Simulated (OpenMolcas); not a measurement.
**Ag5+: effect of the IPEA shift**

```yaml
Program: OpenMolcas
Basis: ANO-RCC-VQZP [8s7p5d3f2g1h]
Scalar_Hamiltonian: DKH2, point nucleus
Active_space: 6 electrons in 5 orbitals (4d)
State_averaging: 2S+1 = 5 even, 5 roots; 2S+1 = 3 even, 45 roots; 2S+1 = 1 even, 50 roots
Spin-orbit_coupling: RASSI with atomic mean-field integrals over the reference wave functions, term energies averaged over their components
```

Methods on the same reference wave functions:
A. CASSCF
B. MS-CASPT2, IPEA 0.25 Eh, imaginary shift 0.1 Eh (closed shells correlated: 4s 4p)
C. MS-CASPT2, IPEA 0.5 Eh, imaginary shift 0.1 Eh (closed shells correlated: 4s 4p)

Energies in cm-1 above 4d6 5D4, the measured ground level; measured values from the list in Gamrath, thesis, University of Mons (2023).

```tsv
Level	A	B	C	Measured
4d6 5D4	0.0	0.0	0.0	0.0
4d6 5D3	2520	2560	2550	2692
4d6 5D2	3873	3820	3830	3953
4d6 5D1	4808	4760	4770	4941
4d6 5D0	5244	5190	5200	5380
4d6 3H6	24363	22370	22710	21512
4d6 3H5 [73 %]	24944	22690	23050	21812
4d6 3P2(1)	25474	21590	22120	21042
4d6 3F3(1) [74 %]	28485	25210	25720	24441
4d6 3F2(1)	29588	26130	26690	25306
4d6 3G5 [73 %]	31668	28700	29090	27958
4d6 3P1(1)	32503	28530	29090	28232
4d6 3P0(1)	33302	29290	29850	
4d6 3G4	33697	30430	30840	29660
4d6 3G3 [74 %]	34400	31070	31520	30361
4d6 1I6	38140	35380	35550	34194
4d6 3D2	38872	33730	34270	32650
4d6 3D1	39466	34470	35030	33558
4d6 3D3	39662	34540	35110	33509
4d6 1G4(1)	41838	38470	38770	37481
4d6 1S0(1) [68 %]	47889	42660	43350	
4d6 1D2(1)	49163	42840	43130	41372
4d6 1F3	53689	46440	46900	44724
4d6 3P0(2)	60412	52450	53070
```

Deviations, from unrounded energies. A percentage is the sum of absolute deviations over the sum of measured energies, with the sign that they share, or ± where signs differ.

| Against measurement | Levels | A | B | C |
| --- | --- | --- | --- | --- |
| mean absolute deviation (cm-1) | 20 | 3900 | 770 | 1100 |
| fine structure of the ground term (%) | 4 | -3.1 | -3.7 | -3.7 |
| other terms of the ground configuration (%) | 16 | +16.0 | +3.0 | +4.5 |

B lies closest to measurement on these levels and A furthest from it. The largest miss of B in the table is 4d6 1F3, by +1700 cm-1. The ranking rests on the paired levels alone, and a cruder setting can come out closer through cancelling errors.

Between B and C the level of the table that moves most is 4d6 1S0(1) [68 %], by 680 cm-1 (lowest in B, highest in C). Moves below CASPT2's spread within the term are not significant.

The mean deviations of B to C differ by less than CASPT2's widest spread within a term (1600 cm-1), so their order carries little weight.

From A to B the spin-free energies of the other terms of 4d6 shown, above 5D, scale by factors of 0.85 to 0.92, as is usual when dynamic correlation screens the repulsion within a d or f shell.

The lowest spin-free term lies below A's lowest term by 0.412 hartree in B, 0.405 hartree in C.

Term energies are means over components that CASPT2 splits; among the terms shown or strongly mixed into the levels shown the widest spread is 1600 cm-1 (4d6 1I, C). The CASPT2 spread within a term exceeds the gap to the next term for 4d6 3D and 4d6 1I, 4d6 3P(2) and 4d6 3F(2), so the order of their levels is uncertain, and so are names and mixing where such terms share a J (figures for B; the like holds for C). Without dynamic correlation excited terms often stand tens of per cent too high (terms of higher spin than the ground term too low), and those without a measured partner can miss by more than the paired ones (holds for A). Some levels mix across a computed gap that differs much from the measured one, so their mixing is not that of the real levels (holds for A). Computed and measured levels are paired by configuration, term and J; levels that our copy of the source lacks, or whose pairing is in doubt (as where it misses far off the trend of its configuration), stay unpaired and out of the deviations. Only configurations of the active space appear. Levels that lie high or do not pair safely by name in every column are left out.

A share in square brackets marks a mixed level and gives the weight of the term that names it, the lowest over the columns. A number in round brackets counts repeated terms of one configuration in the order of the reference energies.
